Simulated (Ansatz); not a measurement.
`C[SiH2][GeH3]` + HCl → `C[SiH2]Cl` + GeH₄ at 600 K and 1 bar (cleavage of the Si–Ge bond).

Isolated molecules relaxed with PBE0-D4/def2-TZVP in Ansatz; ΔE leaves out vibrations. CBS: MP2 limit from def2 TZ/QZ plus the TZ coupled-cluster correction, frozen cores. This one scheme is used for every species. For Ge outer-core shells are correlated without core-valence functions, which leaves a few kJ/mol of doubt a bond. Scalar relativity is left out up to krypton.

```json
{"species": "`C[SiH2][GeH3]`", "CCSD(T)/CBS energy (Eh)": "-2408.05773", "H − E (kJ/mol)": "263.4", "S (J/(mol·K))": "434.5"}
{"species": "HCl", "CCSD(T)/CBS energy (Eh)": "-460.38127", "H − E (kJ/mol)": "35.4", "S (J/(mol·K))": "207.2"}
{"species": "`C[SiH2]Cl`", "CCSD(T)/CBS energy (Eh)": "-789.97638", "H − E (kJ/mol)": "190.1", "S (J/(mol·K))": "364.9"}
{"species": "GeH₄", "CCSD(T)/CBS energy (Eh)": "-2078.49493", "H − E (kJ/mol)": "105.8", "S (J/(mol·K))": "256.4"}
```

H − E and S are ideal-gas, rigid-rotor, harmonic terms from PBE0-D4/def2-TZVP. 1 Eh = 2625.50 kJ/mol, R = 8.31446 J/(mol·K).

Q: By hand: ΔE, ΔH, ΔS and ΔG.

A: ΔE = (-789.97638) + (-2078.49493) − (-2408.05773) − (-460.38127) = -0.03231 Eh = -84.8 kJ/mol. Δ(H − E) = 190.1 + 105.8 − 263.4 − 35.4 = -2.9, so ΔH = -87.7 kJ/mol. ΔS = 364.9 + 256.4 − 434.5 − 207.2 = -20.4 J/(mol·K). ΔG = -87.7 − 600 × (-20.4)/1000 = -75.5 kJ/mol.

Q: By hand: the equilibrium constant, and the temperature at which ΔG would vanish if ΔH and ΔS stayed fixed.

A: log₁₀ K = −ΔG/(RT ln 10) = 6.6. ΔG = 0 at ΔH/ΔS = 4299 K, far beyond where these terms or the molecules hold.

ΔH outweighs TΔS. A doubt of 5 kJ/mol in ΔE shifts log₁₀ K by 0.4 here. These are equilibria of isolated gas molecules and say nothing of rates. Largest T1 diagnostic: 0.012 (customary marks: 0.02 for closed shells, 0.045 for open ones).
